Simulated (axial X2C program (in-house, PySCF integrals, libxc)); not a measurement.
# Ω levels of TaSH from open-shell CI on d3 s1 p(π)0

Calculated with an in-house all-electron X2C program for linear molecules (integrals from PySCF): two-component X2C with atomic mean-field Coulomb and Gaunt terms, basis Ta dyall-v3z, S dyall-av3z, H dyall-v3z (cores contracted in-house). Orbitals come from Hartree–Fock averaged over the configuration Ta d3 s1 p(π)0; CI then distributes these electrons over the d, s, p(π) shells of Ta.

Ta–S–H held linear, bonds 2.414 and 1.340 Å (the second held) (near the minimum of the configuration average).

Lowest levels of this model:

| Ω | energy (cm⁻¹) | g∥ | μ (D) | configuration |
| --- | --- | --- | --- | --- |
| 0 | 0 | 0.00 | -1.26 | 98% d3 s1 |
| 1 | 321 | 3.57 | -1.26 | 98% d3 s1 |
| 2 | 1372 | 6.82 | -1.25 | 98% d3 s1 |
| 0 | 2026 | 0.00 | -1.50 | 94% d3 s1 |
| 1 | 2090 | 0.70 | -1.15 | 96% d3 s1 |
| 2 | 2905 | 3.93 | -1.15 | 83% d3 s1 + 14% d2 s2 |
| 1 | 2993 | 2.10 | -1.26 | 97% d3 s1 |
| 0 | 3313 | 0.00 | -0.80 | 48% d2 s2 + 42% d3 s1 |
| 3 | 3413 | 8.92 | -1.41 | 95% d3 s1 |
| 0 | 3521 | 0.00 | -1.44 | 95% d3 s1 |
| 2 | 3859 | 3.11 | -1.20 | 54% d3 s1 + 41% d2 s2 |
| 1 | 4312 | 3.59 | -0.78 | 47% d3 s1 + 43% d2 s2 |
| 2 | 4444 | 4.47 | -1.17 | 98% d3 s1 |
| 0 | 4835 | 0.00 | -1.58 | 93% d3 s1 |
| 3 | 4904 | 7.37 | -1.16 | 97% d3 s1 |
| 0 | 5459 | 0.00 | -1.50 | 94% d3 s1 |
| 4 | 5598 | 10.79 | -1.23 | 96% d3 s1 |
| 3 | 6623 | 6.40 | -1.38 | 57% d3 s1 + 38% d2 s2 |
| 0 | 6633 | 0.00 | -1.06 | 51% d3 s1 + 39% d2 s2 |
| 0 | 6775 | 0.00 | -1.21 | 51% d3 s1 + 37% d2 s2 |
| 4 | 7304 | 10.80 | -1.37 | 93% d3 s1 |
| 5 | 7325 | 13.83 | -0.98 | 99% d3 s1 |
| 3 | 7337 | 7.39 | -1.38 | 78% d3 s1 + 16% d2 s2 |
| 4 | 9314 | 10.18 | -1.39 | 49% d2 s2 + 44% d3 s1 |
| 4 | 13666 | 7.97 | -1.35 | 93% d3 s1 |
| 5 | 14615 | 11.71 | -1.34 | 95% d3 s1 |
| 5 | 18632 | 10.46 | -1.30 | 98% d3 s1 |
| 6 | 18735 | 14.00 | -1.38 | 99% d3 s1 |
| 5 | 20944 | 11.95 | -1.72 | 89% d3 s1 + 8% d4 |

g∥ is the magnitude of 2⟨Lz + ge Sz⟩ for the +Ω component. μ is positive if the H end is positive.

This point took 3.5 s on 1 thread of Arm Neoverse V1, on a shared host.

There is no dynamic correlation: spin–orbit spacings and, for f shells, spacings inside one term are the most reliable numbers, splittings between terms come out too wide, and energies between configurations are not reliable, so the lowest level need not be the ground state of the molecule. For d shells the ligand-field splittings (σ, π, δ) and their order can be off by a thousand cm⁻¹ or more. At most 4 roots were kept for each Ω > 0 (twice that for Ω = 0) within 3.2 eV of the lowest, so higher up levels can be missing between those listed; levels with Ω > 0 are doubly degenerate and listed once, Ω = 0 levels singly. Some active spinors are only partly of the character that their shell is named for, so the shell names and counts are nominal. States that fill the shells left empty in the average are placed too high. The molecule was held linear; bending was not examined. Hydrosulfides and their kin are strongly bent in nature, so this linear model does not describe the real molecule.
